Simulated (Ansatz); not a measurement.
```yaml
crystal:
  periodic: [false, false, false]
  atoms:
    - {symbol: F, position_ang: [-3.051986, -1.850973, 1.025988]}
    - {symbol: Hf, position_ang: [-2.518264, -0.857016, -0.506409]}
    - {symbol: F, position_ang: [-2.441252, -1.919423, -2.082235]}
    - {symbol: F, position_ang: [-3.588661, 0.689163, -0.791856]}
    - {symbol: C, position_ang: [-0.475869, -0.163475, -0.091247]}
    - {symbol: C, position_ang: [0.224873, 0.616926, -1.020117]}
    - {symbol: C, position_ang: [1.514392, 1.057966, -0.766465]}
    - {symbol: C, position_ang: [2.134301, 0.725551, 0.429748]}
    - {symbol: C, position_ang: [1.464333, -0.045705, 1.367883]}
    - {symbol: C, position_ang: [0.174129, -0.484082, 1.108250]}
    - {symbol: H, position_ang: [-0.235197, 0.893453, -1.966214]}
    - {symbol: H, position_ang: [2.037316, 1.660960, -1.500362]}
    - {symbol: H, position_ang: [3.142815, 1.069078, 0.630865]}
    - {symbol: H, position_ang: [1.948386, -0.305513, 2.302743]}
    - {symbol: H, position_ang: [-0.329326, -1.086921, 1.859447]}
basis:
  gaussian: {orbitals: def2-TZVPD, final_grid: {core_spheres: 5, valence_spheres: 4, degree: 11}}
total_charge: -2
hamiltonian: {xc: {name: SPW92}}
output: {forces: true}
```

```sh
$ ansatz run in.yaml --threads 4 --pin off --events-out ev --progress --plain --max-ram 66560MiB --backend cuda --devices 0, --max-vram 37GiB
```

Shortened log:

```
Functional definition: SPW92
2257 factors; their error is unknown
mean field evaluation 1: about -15632.4143 eV, gradient 9.0e1 eV
mean field evaluation 2: about -14362.4519 eV, gradient 5.1e2 eV
mean field evaluation 4: about -15635.3488 eV, gradient 7.4e1 eV
mean field evaluation 8: about -15655.4636 eV, gradient 2.0e1 eV
mean field evaluation 16: about -15657.9408 eV, gradient 4.7e0 eV
mean field evaluation 32: about -15656.6951 eV, gradient 8.7e0 eV
mean field evaluation 64: about -15657.5504 eV, gradient 6.4e0 eV
a density is far from that of the atoms, so the factors are made again for it
3067 factors; integrals over basis functions are off by at most 1.2e-3 eV
mean field evaluation 96: about -15657.9677 eV, gradient 1.8e-5 eV
mean field -15657.96772208 eV, -575.4197004345 hartree, gradient 3.1e-5 eV, S^2 0.000000; 0 other end points of the search recorded, 0 dependent functions left out
reference -15657.96776469 eV, -575.4197020006 hartree; 41, 41 occupied and 389, 389 virtual orbitals, 3067 factors
Total energy: -15657.96776469 eV, -575.4197020006 hartree
Atom 0 at    -3.051986    -1.850973     1.025988 Å, force     0.358253    -0.226824     0.550933 eV/Å
Atom 1 at    -2.518264    -0.857016    -0.506409 Å, force    -0.179374    -1.131895     0.066983 eV/Å
Atom 2 at    -2.441252    -1.919423    -2.082235 Å, force    -0.026934    -0.096540    -0.509026 eV/Å
Atom 3 at    -3.588661     0.689163    -0.791856 Å, force     0.074017     1.072292    -0.361828 eV/Å
Atom 4 at    -0.475869    -0.163475    -0.091247 Å, force    -1.276886    -0.239854    -0.077298 eV/Å
Atom 5 at     0.224873     0.616926    -1.020117 Å, force     1.022053     0.365709     0.551343 eV/Å
Atom 6 at     1.514392     1.057966    -0.766465 Å, force    -0.919773    -0.427021     0.207047 eV/Å
Atom 7 at     2.134301     0.725551     0.429748 Å, force     0.121137    -0.069575    -0.143832 eV/Å
Atom 8 at     1.464333    -0.045705     1.367883 Å, force    -0.921094    -0.098478    -0.470524 eV/Å
Atom 9 at     0.174129    -0.484082     1.108250 Å, force     1.112904     0.624599     0.029081 eV/Å
Atom 10 at    -0.235197     0.893453    -1.966214 Å, force    -0.360352     0.131995    -0.508854 eV/Å
Atom 11 at     2.037316     1.660960    -1.500362 Å, force     0.410817     0.394543    -0.370416 eV/Å
Atom 12 at     3.142815     1.069078     0.630865 Å, force     0.606485     0.116959     0.110720 eV/Å
Atom 13 at     1.948386    -0.305513     2.302743 Å, force     0.363410    -0.090766     0.559335 eV/Å
Atom 14 at    -0.329326    -1.086921     1.859447 Å, force    -0.384664    -0.325144     0.366337 eV/Å
Dipole moment:    -0.356547    -0.016342    -0.043989 e Å
```

In this input the charge is far from anything that the molecule holds. The calculation finished and met its thresholds. The result belongs to that input, not to the molecule as meant.
